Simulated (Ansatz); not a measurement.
One change: `N[SiH2][S][GeH3]` becomes `C=C[SiH2][S][GeH3]`.

Ansatz, PBE0-D4/def2-TZVP geometries, multiplicity 1. Each molecule was computed in one conformer, which needn't be the lowest.

Scalar relativity is left out up to krypton.

```tsv
property	`N[SiH2][S][GeH3]`
size of the dipole moment (ωB97M-V/def2-TZVPP) / D	0.66
HOMO–LUMO gap (B3LYP/def2-TZVPP) / eV	6.53
size of the dipole moment (B3LYP/def2-TZVPP) / D	0.71
LUMO energy (B3LYP/def2-TZVPP) / eV	-0.34
HOMO energy (B3LYP/def2-TZVPP) / eV	-6.87
LUMO energy (ωB97M-V/def2-TZVPP) / eV	1.62
```

Problem. What does the change do to each property? (Best estimate.)

Solution. Computed: 
```
                                          property  `C=C[SiH2][S][GeH3]`  shift
size of the dipole moment (ωB97M-V/def2-TZVPP) / D                  1.67   1.01
             HOMO–LUMO gap (B3LYP/def2-TZVPP) / eV                  6.21  -0.32
  size of the dipole moment (B3LYP/def2-TZVPP) / D                  1.63   0.92
               LUMO energy (B3LYP/def2-TZVPP) / eV                 -0.88  -0.54
               HOMO energy (B3LYP/def2-TZVPP) / eV                 -7.09  -0.22
             LUMO energy (ωB97M-V/def2-TZVPP) / eV                  1.36  -0.26
```

With PBE0 the HOMO falls by 0.23 eV and the LUMO falls by 0.61 eV, so the gap narrows by about 0.38 eV. PBE moves the HOMO by -0.25 eV and ωB97M-V by -0.22 eV. The zero-point energy changes by 43.6 kJ/mol with +6 modes. Dipoles are sizes alone; their direction can turn.

B3LYP here is the variant with VWN-RPA as its local correlation; programs differ in this.
